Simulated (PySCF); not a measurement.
Job file and geometry (Å, from GFN2-xTB) of a spin–spin coupling run on `BrCC1(F)COC1`, C₄H₆BrFO, PySCF 2.14.0, density-fitted response routines, B3LYP/pcJ-1 Br:pcSseg-1 indirect spin-spin coupling, non-relativistic, gas phase; density fitting, a coarse starting grid and PySCF grid level 2 are the driver's defaults:

```
$ OMP_NUM_THREADS=1 python probes_run.py task.json out

{"job": {"kind": "j", "xc": "B3LYP", "basis": "pcJ-1"}, "charge": 0, "multiplicity": 1}
F      0.031004    -0.758639     1.700793
C      0.042662    -0.210700     0.431053
C      1.364217    -0.629027    -0.188178
Br     1.583927     0.050198    -1.985421
C     -0.368187     1.264331     0.403615
O     -1.512590     0.957506    -0.393185
C     -1.257858    -0.446452    -0.342351
H      2.191289    -0.245928     0.411289
H      1.420613    -1.717325    -0.239601
H     -0.642564     1.657869     1.385996
H      0.317262     1.949946    -0.099655
H     -1.158643    -0.887816    -1.336615
H     -2.015521    -0.983479     0.234532
```

Question: What does the program print?

Answer: 
```
coarse grid: 53368 points
cycle   1  E = -2904.8727870049  dE = -2.898e-01  |g| = 1.047e+00  |ddm| = 3.049e+00
cycle   2  E = -2904.6987319009  dE =  1.741e-01  |g| = 1.339e+00  |ddm| = 1.816e+00
cycle   3  E = -2904.9675858079  dE = -2.689e-01  |g| = 2.935e-01  |ddm| = 1.399e+00
cycle   4  E = -2904.9804032326  dE = -1.282e-02  |g| = 6.304e-02  |ddm| = 1.937e-01
cycle   5  E = -2904.9808357398  dE = -4.325e-04  |g| = 2.100e-02  |ddm| = 5.539e-02
cycle   6  E = -2904.9809174332  dE = -8.169e-05  |g| = 5.245e-03  |ddm| = 2.075e-02
cycle   7  E = -2904.9809218634  dE = -4.430e-06  |g| = 1.337e-03  |ddm| = 5.339e-03
final grid: 112952 points
cycle   8  E = -2904.9808482948  dE =  1.577e-07  |g| = 1.688e-03  |ddm| = 2.977e-03
cycle   9  E = -2904.9808477972  dE =  4.975e-07  |g| = 2.387e-03  |ddm| = 3.325e-03
cycle  10  E = -2904.9808488563  dE = -1.059e-06  |g| = 2.308e-04  |ddm| = 1.952e-03
cycle  11  E = -2904.9808488654  dE = -9.088e-09  |g| = 1.828e-05  |ddm| = 1.782e-04
cycle  12  E = -2904.9808488655  dE = -5.411e-11  |g| = 6.855e-06  |ddm| = 2.549e-05
converged SCF energy = -2904.9808488655

Indirect spin-spin couplings (Hz)
  i      j    bonds     total        FC       PSO       DSO        SD
  0 F    1 C    1   -264.101  -304.524    18.552     1.156    20.715
  0 F    2 C    2     32.062    38.133    -4.623     0.263    -1.710
  0 F    4 C    2     21.849    19.448     0.726     0.089     1.586
  0 F    5 O    3      8.658     4.764     3.251     0.143     0.501
  0 F    6 C    2     21.922    19.517     0.731     0.089     1.585
  0 F    7 H    3      5.484     4.695     0.850     0.520    -0.581
  0 F    8 H    3      5.213     4.413     0.866     0.506    -0.573
  0 F    9 H    3     25.495    24.973     0.316     0.655    -0.450
  0 F   10 H    3     21.961    21.533     1.775    -1.285    -0.061
  0 F   11 H    3     22.003    21.577     1.774    -1.287    -0.062
  0 F   12 H    3     25.562    25.039     0.319     0.656    -0.451
  1 C    2 C    1     43.136    43.810    -1.088     0.415         -
  1 C    4 C    1     35.096    34.733    -0.013     0.376         -
  1 C    5 O    2     -7.289    -6.972    -0.267    -0.049         -
  1 C    6 C    1     35.064    34.699    -0.010     0.375         -
  1 C    7 H    2     -5.102    -5.202    -0.236     0.335         -
  1 C    8 H    2     -5.082    -5.180    -0.237     0.336         -
  1 C    9 H    2     -5.147    -5.399     0.110     0.142         -
  1 C   10 H    2     -0.621    -0.935     0.106     0.207         -
  1 C   11 H    2     -0.609    -0.922     0.106     0.206         -
  1 C   12 H    2     -5.161    -5.413     0.111     0.142         -
  2 C    4 C    2      1.126     1.153    -0.106     0.078         -
  2 C    5 O    3      0.554     0.631    -0.092     0.015         -
  2 C    6 C    2      1.144     1.171    -0.105     0.078         -
  2 C    7 H    1    159.300   158.024    -0.111     1.388         -
  2 C    8 H    1    159.277   157.999    -0.110     1.388         -
  2 C    9 H    3      2.409     2.341     0.258    -0.190         -
  2 C   10 H    3      3.846     3.677    -0.162     0.331         -
  2 C   11 H    3      3.847     3.679    -0.163     0.332         -
  2 C   12 H    3      2.409     2.341     0.258    -0.190         -
  4 C    5 O    1     17.761    20.837    -2.936    -0.140         -
  4 C    6 C    2     -6.561    -6.133    -0.498     0.069         -
  4 C    7 H    3      3.822     3.723    -0.061     0.159         -
  4 C    8 H    3      7.938     7.902     0.374    -0.338         -
  4 C    9 H    1    155.951   155.175    -0.382     1.159         -
  4 C   10 H    1    156.513   155.659    -0.373     1.227         -
  4 C   11 H    3      4.426     4.529     0.257    -0.360         -
  4 C   12 H    3      0.952     1.110     0.157    -0.315         -
  5 O    6 C    1     17.768    20.842    -2.934    -0.140         -
  5 O    9 H    2     -6.864    -6.007    -0.936     0.079         -
  5 O   10 H    2     -8.248    -7.377    -0.913     0.042         -
  5 O   11 H    2     -8.257    -7.385    -0.915     0.043         -
  5 O   12 H    2     -6.867    -6.009    -0.937     0.079         -
  6 C    7 H    3      7.945     7.909     0.374    -0.338         -
  6 C    8 H    3      3.907     3.808    -0.064     0.163         -
  6 C    9 H    3      0.954     1.113     0.157    -0.315         -
  6 C   10 H    3      4.436     4.538     0.256    -0.359         -
  6 C   11 H    1    156.442   155.588    -0.372     1.225         -
  6 C   12 H    1    155.912   155.135    -0.381     1.158         -
  7 H    8 H    2    -10.889   -11.985     2.183    -1.087         -
  7 H   10 H    4      0.243    -0.134    -0.696     1.074         -
  7 H   11 H    4     -0.196    -0.129     1.458    -1.525         -
  7 H   12 H    4      1.106     1.076     1.681    -1.651         -
  8 H    9 H    4      1.082     1.052     1.684    -1.655         -
  8 H   10 H    4     -0.216    -0.146     1.457    -1.527         -
  8 H   11 H    4      0.240    -0.142    -0.717     1.099         -
  9 H   10 H    2     -8.733    -9.115     2.091    -1.710         -
  9 H   11 H    4     -1.481    -1.452     2.362    -2.391         -
  9 H   12 H    4     -1.274    -1.223     0.674    -0.725         -
 10 H   11 H    4     -0.289    -0.321     1.119    -1.087         -
 10 H   12 H    4     -1.480    -1.451     2.361    -2.390         -
 11 H   12 H    2     -8.779    -9.158     2.088    -1.709         -
```

Size and cost of the density-fitted run: 263 basis functions, 2.1 min wall time on 1 thread of an Arm Neoverse N1, shared host; peak memory 1.2 GiB.
